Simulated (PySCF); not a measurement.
PySCF input for In(Me)(NH2)2 (CH7InN2), SMILES [CH3][In]([NH2])[NH2], TDA-ωB97X/def2-SVPD. Coordinates come from a PBE-D3(BJ)/def2-SVP optimisation. The def2 effective core potentials stand for the cores of In; spin–orbit coupling is left out. Other conformers were not sampled.

```python
import numpy as np
from pyscf import gto, scf, dft, tdscf

mol = gto.M(
    atom='''
    In   -0.00476699   -0.03487507   -0.03039019
    C     2.04561101   -0.26990134   -0.70827047
    H     2.44386117   -1.25438678   -0.39856719
    H     2.66415637    0.52799245   -0.25255335
    H     2.10014403   -0.18021776   -1.80961282
    N    -0.69477692   -0.84410288    1.74280250
    H    -0.30514867   -1.75852165    1.99885433
    H    -1.71450971   -0.90035449    1.84722201
    N    -1.27409451    1.41442972   -0.78166714
    H    -2.27407661    1.27861966   -0.59298212
    H    -1.17241045    1.62286731   -1.78156639
    ''',
    basis='def2-SVPD',
    ecp={'In': 'def2-svp'},
    charge=0,
    spin=0,
    max_memory=1600,
    verbose=4,
)
mf = dft.RKS(mol, xc='wb97x').density_fit(auxbasis='def2-universal-jkfit')
mf.grids.level = 3
mf.conv_tol = 1e-9
mf.max_cycle = 100
mf.kernel()
mf.grids = dft.Grids(mol).set(level=1).build(with_non0tab=True)  # coarser grid for the response kernel
td = tdscf.TDA(mf)
td.singlet = True
td.nstates = 10
td.conv_tol = 1e-4
td.positive_eig_threshold = 1e-6
td.kernel(x0=td.get_init_guess(mf, 15))
td.analyze()
tt = tdscf.TDA(mf)
tt.singlet = False
tt.nstates = 4
tt.conv_tol = 1e-4
tt.positive_eig_threshold = 1e-6
tt.kernel(x0=tt.get_init_guess(mf, 9))
tt.analyze(verbose=3)
```

It prints:

```
PySCF version 2.14.0

[INPUT] verbose = 4
[INPUT] num. atoms = 11
[INPUT] num. electrons = 48
[INPUT] charge = 0
[INPUT] spin (= nelec alpha-beta = 2S) = 0
[INPUT] symmetry False subgroup None
[INPUT] Mole.unit = angstrom
[INPUT] Symbol           X                Y                Z      unit          X                Y                Z       unit  Magmom
[INPUT]  1 In    -0.004766990000  -0.034875070000  -0.030390190000 AA   -0.009008305539  -0.065904330875  -0.057429135973 Bohr   0.0
[INPUT]  2 C      2.045611010000  -0.269901340000  -0.708270470000 AA    3.865644566295  -0.510039613253  -1.338437210417 Bohr   0.0
[INPUT]  3 H      2.443861170000  -1.254386780000  -0.398567190000 AA    4.618228297759  -2.370447468475  -0.753182831337 Bohr   0.0
[INPUT]  4 H      2.664156370000   0.527992450000  -0.252553350000 AA    5.034525892315   0.997761126338  -0.477256663341 Bohr   0.0
[INPUT]  5 H      2.100144030000  -0.180217760000  -1.809612820000 AA    3.968697038840  -0.340562209183  -3.419672621302 Bohr   0.0
[INPUT]  6 N     -0.694776920000  -0.844102880000   1.742802500000 AA   -1.312938096469  -1.595123264157   3.293419414207 Bohr   0.0
[INPUT]  7 H     -0.305148670000  -1.758521650000   1.998854330000 AA   -0.576647413575  -3.323124302618   3.777287246601 Bohr   0.0
[INPUT]  8 H     -1.714509710000  -0.900354490000   1.847222010000 AA   -3.239953789807  -1.701423401122   3.490743690169 Bohr   0.0
[INPUT]  9 N     -1.274094510000   1.414429720000  -0.781667140000 AA   -2.407689680712   2.672884793245  -1.477136815172 Bohr   0.0
[INPUT] 10 H     -2.274076610000   1.278619660000  -0.592982120000 AA   -4.297381979179   2.416240974884  -1.120573803564 Bohr   0.0
[INPUT] 11 H     -1.172410450000   1.622867310000  -1.781566390000 AA   -2.215534656078   3.066774752410  -3.366672549830 Bohr   0.0

nuclear repulsion = 192.734283252818
number of shells = 64
number of NR pGTOs = 227
number of NR cGTOs = 148
basis = def2-SVPD
ecp = {'In': 'def2-svp'}


[settings echo left out]
init E= -319.958606865047
  HOMO = -0.632904934342557  LUMO = -0.485953757458429  gap/eV = 3.99875
cycle= 1 E= -341.027614283859  delta_E= -21.1  |g|= 1.87  |ddm|= 14.3
  HOMO = -0.143360963237592  LUMO = 0.0672573687869136  gap/eV = 5.73122
cycle= 2 E= -341.486120546032  delta_E= -0.459  |g|= 1.49  |ddm|= 8.77
  HOMO = -0.316916435987444  LUMO = 0.0385549329632955  gap/eV = 9.67287
cycle= 3 E= -341.854271753595  delta_E= -0.368  |g|= 0.0746  |ddm|= 2.43
  HOMO = -0.329569987935907  LUMO = 0.0259302950488962  gap/eV = 9.67366
cycle= 4 E= -341.856257192409  delta_E= -0.00199  |g|= 0.0408  |ddm|= 0.346
  HOMO = -0.335449159438516  LUMO = 0.0270434763702845  gap/eV = 9.86393
cycle= 5 E= -341.856721437617  delta_E= -0.000464  |g|= 0.0154  |ddm|= 0.0691
  HOMO = -0.333299460974384  LUMO = 0.0273140495866464  gap/eV = 9.81279
cycle= 6 E= -341.856800903831  delta_E= -7.95e-05  |g|= 0.00465  |ddm|= 0.0405
  HOMO = -0.334320231126156  LUMO = 0.0270178026705103  gap/eV = 9.83251
cycle= 7 E= -341.856811282347  delta_E= -1.04e-05  |g|= 0.00199  |ddm|= 0.0151
  HOMO = -0.33419655094869  LUMO = 0.0270061871391061  gap/eV = 9.82883
cycle= 8 E= -341.856812781877  delta_E= -1.5e-06  |g|= 0.000349  |ddm|= 0.00405
  HOMO = -0.33421419849885  LUMO = 0.0270148238390551  gap/eV = 9.82954
cycle= 9 E= -341.856812956942  delta_E= -1.75e-07  |g|= 7.93e-05  |ddm|= 0.00221
  HOMO = -0.334215287125259  LUMO = 0.0270189975617985  gap/eV = 9.82969
cycle= 10 E= -341.856812966852  delta_E= -9.91e-09  |g|= 2.1e-05  |ddm|= 0.000471
  HOMO = -0.334215824388941  LUMO = 0.027018403007002  gap/eV = 9.82968
cycle= 11 E= -341.856812967291  delta_E= -4.39e-10  |g|= 1.2e-05  |ddm|= 9.7e-05
  HOMO = -0.334215034062778  LUMO = 0.0270184031388183  gap/eV = 9.82966
Extra cycle  E= -341.856812967307  delta_E= -1.56e-11  |g|= 1.32e-05  |ddm|= 3.26e-05
converged SCF energy = -341.856812967307
tot grids = 40816
Overwritten attributes  positive_eig_threshold  of <class 'pyscf.tdscf.rks.TDA'>


******** <class 'pyscf.tdscf.rks.TDA'> for <class 'pyscf.df.df_jk.DFRKS'> ********
nstates = 10 singlet
deg_eia_thresh = 1.000e-03
wfnsym = None
conv_tol = 0.0001
eigh lindep = 1e-12
eigh level_shift = 0
eigh max_cycle = 100


Excitation energies (eV)
[5.32881393 5.84647152 6.09230676 6.39238248 6.80825235 7.30866098
 7.32776577 7.41089367 7.52758948 7.66208868]

** Singlet excitation energies and oscillator strengths **
Excited State   1:      5.32881 eV    232.67 nm  f=0.0628
      23 -> 27       -0.15293
      24 -> 25       -0.62660
      24 -> 26        0.14451
      24 -> 29       -0.16154
Excited State   2:      5.84647 eV    212.07 nm  f=0.1728
      22 -> 26       -0.14470
      23 -> 25        0.60048
      23 -> 29        0.10743
      24 -> 27        0.25539
Excited State   3:      6.09231 eV    203.51 nm  f=0.0428
      24 -> 25       -0.19984
      24 -> 26       -0.63150
      24 -> 29        0.15045
Excited State   4:      6.39238 eV    193.96 nm  f=0.0925
      22 -> 25       -0.31373
      22 -> 26       -0.16677
      23 -> 25        0.16168
      23 -> 26        0.52321
      24 -> 27       -0.20085
Excited State   5:      6.80825 eV    182.11 nm  f=0.0702
      22 -> 25       -0.55591
      22 -> 26       -0.15811
      23 -> 26       -0.34662
Excited State   6:      7.30866 eV    169.64 nm  f=0.0201
      21 -> 25       -0.25104
      21 -> 26       -0.11216
      23 -> 27        0.15403
      24 -> 28       -0.46647
      24 -> 29       -0.33872
Excited State   7:      7.32777 eV    169.20 nm  f=0.0602
      22 -> 26       -0.30191
      23 -> 25       -0.24784
      23 -> 26        0.14285
      23 -> 29       -0.20189
      23 -> 30       -0.11516
      24 -> 27        0.48245
Excited State   8:      7.41089 eV    167.30 nm  f=0.0290
      21 -> 25       -0.55600
      21 -> 26       -0.23405
      24 -> 28        0.25799
      24 -> 29        0.13812
Excited State   9:      7.52759 eV    164.71 nm  f=0.0001
      21 -> 25        0.11921
      23 -> 27        0.43146
      24 -> 28        0.30626
      24 -> 29       -0.31378
      24 -> 30       -0.18403
      24 -> 32       -0.16101
      24 -> 34       -0.10543
Excited State  10:      7.66209 eV    161.82 nm  f=0.2015
      22 -> 25       -0.16303
      22 -> 26        0.48519
      22 -> 28       -0.10681
      22 -> 29       -0.10099
      23 -> 28        0.19017
      23 -> 29       -0.25858
      24 -> 27        0.24449

** Transition electric dipole moments (AU) **
state          X           Y           Z        Dip. S.      Osc.
  1        -0.1184      0.4547     -0.5103      0.4812      0.0628
  2        -0.3059      0.7501      0.7417      1.2064      0.1728
  3        -0.0877      0.3531     -0.3928      0.2866      0.0428
  4        -0.6488     -0.3698     -0.1813      0.5906      0.0925
  5        -0.5977     -0.2412     -0.0732      0.4208      0.0702
  6        -0.0665      0.2221     -0.2422      0.1124      0.0201
  7         0.5409     -0.0752     -0.1919      0.3351      0.0602
  8        -0.0600      0.2612     -0.2961      0.1595      0.0290
  9         0.0199      0.0036     -0.0091      0.0005      0.0001
 10        -0.9209      0.2296      0.4156      1.0734      0.2015

WARN: ECP detected. Skipping calculation of transition velocity and magnetic dipole moments, which have not yet been implemented.



******** <class 'pyscf.tdscf.rks.TDA'> for <class 'pyscf.df.df_jk.DFRKS'> ********
nstates = 4 triplet
deg_eia_thresh = 1.000e-03
wfnsym = None
conv_tol = 0.0001
eigh lindep = 1e-12
eigh level_shift = 0
eigh max_cycle = 100


Excitation energies (eV)
[4.5432264  5.04515096 5.57034793 5.92624334]

** Triplet excitation energies and oscillator strengths **
Excited State   1:      4.54323 eV    272.90 nm  f=0.0000
Excited State   2:      5.04515 eV    245.75 nm  f=0.0000
Excited State   3:      5.57035 eV    222.58 nm  f=0.0000
Excited State   4:      5.92624 eV    209.21 nm  f=0.0000
```

Self-consistency was reached.

Cost: about 3 core-minutes (a rough figure).
